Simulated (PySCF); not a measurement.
**Energy of Au (gold, neutral) between two integer charges**

The 6s alpha orbital of [Xe] 4f14 5d10 6s1 is emptied in steps (occupation f), with all orbitals relaxed, ending at [Xe] 4f14 5d10. Calculation: PySCF 2.14, in aug-cc-pVTZ-PP with ECP60MDF (6s6p5d3f2g, 88 functions); scalar relativity through the core potential. The exact energy is a straight line in f; departures are measured from the line between the end points of the same method.

```json
{"f": "1", "UHF (eV)": "0.000", "LDA (eV)": "0.000", "PBE (eV)": "0.000"}
{"f": "0.75", "UHF (eV)": "0.049", "LDA (eV)": "-0.673", "PBE (eV)": "-0.661"}
{"f": "0.5", "UHF (eV)": "0.063", "LDA (eV)": "-0.904", "PBE (eV)": "-0.888"}
{"f": "0.25", "UHF (eV)": "0.046", "LDA (eV)": "-0.682", "PBE (eV)": "-0.671"}
{"f": "0", "UHF (eV)": "0.000", "LDA (eV)": "0.000", "PBE (eV)": "0.000"}
```

| method | E(f=0) − E(f=1) (eV) | −ε at f=1 (eV) | −ε at f=0.5 (eV) |
| --- | --- | --- | --- |
| UHF | 7.681 | 7.952 | 7.673 |
| LDA | 9.897 | 6.336 | 9.871 |
| PBE | 9.539 | 6.043 | 9.512 |

Orbital energy along the path (eV):

| f | UHF | LDA | PBE |
| --- | --- | --- | --- |
| 1 | -7.952 | -6.336 | -6.043 |
| 0.75 | -7.805 | -8.081 | -7.754 |
| 0.5 | -7.673 | -9.871 | -9.512 |
| 0.25 | -7.553 | -11.700 | -11.309 |
| 0 | -7.444 | -13.558 | -13.142 |

Reference removal energy between the ground levels: 9.226 eV (measured; NIST Atomic Spectra Database, ionization energies). UHF lacks correlation.
